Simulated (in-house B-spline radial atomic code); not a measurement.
# Tb III (Tb2+): [Xe] 4f9

Level of theory: Dirac-Kohn-Sham relativistic LDA, spherical fractional occupations, Fermi nucleus of rms radius 5.06 fm; calculated with an all-electron radial atomic-structure program (B-spline basis).

Screening seen three ways: the hydrogenic charge with the same mean radius, Z_r = [3n² - l(l+1)]/(2<r>), the one with the same energy, Z_e = n√(-2ε), and Slater's rules. Values are occupation-weighted means over j. An effective charge above Z reflects the relativistic contraction of the inner shells.

```
shell  electrons   ε (eV)  <r> (bohr)    Z_r    Z_e  Slater
   1s          2   -51473      0.0216  69.45  61.51   64.70
   2s          2  -8551.5     0.09128  65.73  50.14   60.85
   2p          6    -7645     0.08072  61.94  47.41   60.85
   3s          2  -1907.8      0.2398  56.31  35.52   53.75
   3p          6  -1624.1       0.238  52.53  32.78   53.75
   3d         10  -1236.6      0.2168  48.43  28.60   43.85
   4s          2  -388.22      0.5429  44.21  21.37   37.25
   4p          6  -293.89       0.574  40.07  18.59   37.25
   4d         10  -160.24      0.6249  33.60  13.73   25.85
   5s          2  -61.342       1.328  28.24  10.62   11.60
   5p          6  -39.003       1.562  23.37   8.47   11.60
   4f          9  -17.222      0.8913  20.20   4.50   16.20
```

The least bound orbital is 4f7/2 at -16.88 eV, while the most diffuse is 5p3/2 (<r> = 1.595 bohr against 0.8987 bohr): energy order and size order differ.

Spin-orbit splittings of the orbital energies (j = l + 1/2 above j = l - 1/2 when positive): 2p 738.1 eV, 3p 152.5 eV, 3d 33.45 eV, 4p 34.13 eV, 4d 6.191 eV, 5p 4.432 eV, 4f 0.7925 eV.

For the 1s electron the small component carries 5.83 % of the norm, the zero-frequency Breit interaction raises the level by 157.2 eV, self-energy by 94.52 eV, and vacuum polarisation lowers it by 15.63 eV.
